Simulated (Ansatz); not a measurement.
Reaction (redistribution): `[OH][Al]([SiH3])[Cl]` + `O[SiH2]N[SiH2]Cl` → `[OH][Al]([Cl])[SiH2]Cl` + `O[SiH2]N[SiH3]`

Gas-phase electronic energies from Ansatz, PBE0-D4/def2-TZVP geometries. CCSD(T)/CBS is the MP2 limit (def2-TZVPP, def2-QZVPP) plus CCSD(T) − MP2 in def2-TZVPP, frozen cores. Functionals use def2-TZVPP. Each species was taken in one conformer, which may not be the lowest.

| level | ΔE (kcal/mol) |
| --- | --- |
| PBE0 | 6.6 |
| HF/def2-TZVPP | 5.6 |
| HF/def2-QZVPP | 5.6 |
| MP2/CBS(def2) | 6.2 |

Problem. What does CCSD(T)/CBS give? (Best estimate.)

Solution. Ansatz gave: +6.4 kcal/mol. The listed levels differ from it by 0.2, -0.8, -0.8, -0.2 kcal/mol.

Largest T1 diagnostic among the species: 0.012.

In def2-TZVPP, CCSD(T) changes the Hartree–Fock value by +1.0 kcal/mol (the triples alone add +0.2 kcal/mol) and MP2 by +0.8 kcal/mol.
